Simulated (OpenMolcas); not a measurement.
## Sb I: effect of the active space

```json
{
  "Program": "OpenMolcas",
  "Method": "CASSCF",
  "Basis": "ANO-RCC-VDZP",
  "Scalar Hamiltonian": "DKH3, point nucleus",
  "Spin-orbit coupling": "RASSI with atomic mean-field integrals over the reference wave functions, term energies averaged over their components"
}
```

A. 3 electrons in 3 orbitals (5p); 2S+1 = 4 odd, 1 root; 2S+1 = 2 odd, 8 roots; cost roughly 2.7 core-seconds
B. 5 electrons in 4 orbitals (5s 5p); 2S+1 = 4 odd, 1 root; 2S+1 = 2 odd, 8 roots; cost roughly 6 core-seconds

Energies in cm⁻¹ above 5s² 5p³ ⁴S°_3/2, the measured ground level; measured values from NIST Handbook of Basic Atomic Spectroscopic Data.

| Level | A | B | Measured |
| --- | --- | --- | --- |
| 5s² 5p³ ⁴S°_3/2 | 0.0 | 0.0 | 0.0 |
| 5s² 5p³ ²D°_3/2 | 12439 | 12114 | 8512 |
| 5s² 5p³ ²D°_5/2 | 13347 | 13405 | 9854 |
| 5s² 5p³ ²P°_1/2 | 21919 | 18651 | 16395 |
| 5s² 5p³ ²P°_3/2 | 23188 | 20276 | 18464 |

Deviations, from unrounded energies. A percentage is the sum of absolute deviations over the sum of measured energies, with the sign that they share, or ± where signs differ.

```csv
Against measurement,Levels,A,B
mean absolute deviation (cm-1),4,4400,2800
other terms of the ground configuration (%),4,+33.2,+21.1
```

B lies closest to measurement on these levels. The largest miss of B in the table is 5s² 5p³ ²D°_3/2, by +3600 cm-1. The ranking rests on the paired levels alone, and a cruder setting can come out closer through cancelling errors.

Between A and B the level of the table that moves most is 5s² 5p³ ²P°_1/2, by 3300 cm-1 (lowest in B, highest in A).

With the s shell closed, the reference lacks s² → p² mixing (holds for A). Measured partners are found by configuration, term and J. A level has none where our copy of the source lacks it or the pairing is in doubt (some pairs that miss far off the trend of their configuration count as doubtful), and it then counts in no deviation. Levels of configurations outside the active space are missing.

° marks odd parity.
